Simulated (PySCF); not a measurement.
C2H2FO3S (doublet state).
Cartesian coordinates in Å at the GFN2-xTB level; atoms count from 1:
```xyz
9
C2H2FO3S angstrom
O     -1.141    1.379   -0.764
S     -1.305    0.193    0.032
O     -2.133   -0.854   -0.508
O     -1.241    0.311    1.463
C      0.372   -0.612   -0.278
C      1.398    0.099    0.105
F      1.299    1.284    0.665
H      0.326   -1.576   -0.739
H      2.437   -0.218    0.001
```

Identity: `[O]S(=O)(=O)/C=C\F` [radical].

Level of theory: UKS B3LYP, pcH-1 on C F H O S, non-relativistic, mean-field spin-orbit, GIAO in PySCF. Geometry: GFN2-xTB; no solvent, vibrations or thermal averaging. A GFN2-xTB geometry isn't a minimum of the functional, and hyperfine couplings can be far from their values at a DFT geometry.

Output of the driver script. The program numbers atoms from 0.

```
UKS, coarse grid
  cycle   1  E = -800.48179164  |g| = 1.08e+00
  cycle   2  E = -797.12948828  |g| = 2.76e+00
  cycle   3  E = -800.78367434  |g| = 4.46e-01
  cycle   4  E = -800.81734633  |g| = 4.36e-01
  cycle   5  E = -800.88227557  |g| = 2.70e-01
  cycle   6  E = -800.89857010  |g| = 1.93e-01
  cycle   7  E = -800.91619374  |g| = 8.24e-02
  cycle   8  E = -800.92028033  |g| = 2.58e-02
  cycle   9  E = -800.92052681  |g| = 2.27e-02
  cycle  10  E = -800.92073155  |g| = 1.64e-02
  cycle  11  E = -800.92088294  |g| = 1.38e-02
  cycle  12  E = -800.92100349  |g| = 9.80e-03
  cycle  13  E = -800.92112563  |g| = 4.53e-03
  cycle  14  E = -800.92115983  |g| = 1.67e-03
  cycle  15  E = -800.92116171  |g| = 5.36e-04
UKS, final grid
  cycle   1  E = -800.92113380  |g| = 7.49e-04
  cycle   2  E = -800.92113332  |g| = 1.52e-03
  cycle   3  E = -800.92113409  |g| = 3.78e-04
  cycle   4  E = -800.92113417  |g| = 1.73e-04
  cycle   5  E = -800.92113423  |g| = 1.18e-04
  cycle   6  E = -800.92113427  |g| = 1.55e-04
  cycle   7  E = -800.92113429  |g| = 9.40e-05
  cycle   8  E = -800.92113429  |g| = 8.58e-05
  cycle   9  E = -800.92113430  |g| = 3.28e-05
  cycle  10  E = -800.92113430  |g| = 1.87e-05
E = -800.92113430 Eh   <S^2> = 0.7577 (exact 0.7500)
g shifts (ppm)      1          2          3
  rmc          -318       -318       -318
  gc             38         21         34
  oz_so        6225      11804      59549
  total        5949      11511      59265
hyperfine (MHz)  atom isotope    a_iso     a_fc   dipolar eigenvalues
    0   17O     -12.53     -12.53   -111.62     53.10     58.53
    1   33S     -17.51     -17.51     -1.12     -0.17      1.29
    2   17O      -9.82      -9.82    -80.65     39.03     41.63
    3   17O     -12.60     -12.60   -111.86     53.22     58.63
    4   13C      -1.78      -1.78     -9.15     -8.24     17.39
    5   13C       1.14       1.14     -7.09     -5.96     13.04
    6   19F      19.52      19.52    -69.98    -67.24    137.22
    7    1H      -7.42      -7.42     -2.64     -2.13      4.77
    8    1H      -5.93      -5.93     -3.84     -1.81      5.66
```

The SCF converged. Which of these numbers needs a check, and why?

The largest g shift is +0.059, past the limit of 0.03 at which the run flags a species of elements up to argon. The orbital-Zeeman/spin–orbit term is second order, a sum of spin–orbit matrix elements over excitation energies, so it grows and becomes less reliable as an excited state comes close; a shift of this size calls for a check with another method. The contact and dipolar couplings don't rest on that expansion, but they belong to the state that the SCF found, and a close-lying state with the spin in another orbital would have other couplings; no stability test was run. The run left out the spin–orbit part of the hyperfine coupling.

Where is the spin in this solution (atoms counted from 1)?

Largest spin populations (Mulliken): O4 (+0.35), O1 (+0.35), O3 (+0.25) and S2 (-0.13). Three atoms exceed +0.15. The positive populations add up to 1.14 and the negative ones to -0.14, together 2S = 1. ⟨S²⟩ = 0.7577 against the exact 0.7500, so spin contamination is small. The SMILES `[O]S(=O)(=O)/C=C\F` draws the unpaired electron on O1, whose computed spin population is only +0.35.

Average a_iso over equivalent nuclei, turn it into first-order splittings with g = 2.0023, and give the multiplets for abundant isotopes (0.05 mT or more).

```csv
nuclei (from 1),isotope,I,position,a_iso (MHz),|a| (mT),splits into
F7,19F,1/2,4 bonds from O1,19.5,0.70,1:1 doublet
H8,1H,1/2,3 bonds from O3,-7.4,0.26,1:1 doublet
H9,1H,1/2,4 bonds from O1,-5.9,0.21,1:1 doublet
```

Main spin sites, with 60 % or more of the largest population: O1, O3, O4; positions count bonds from the nearest.
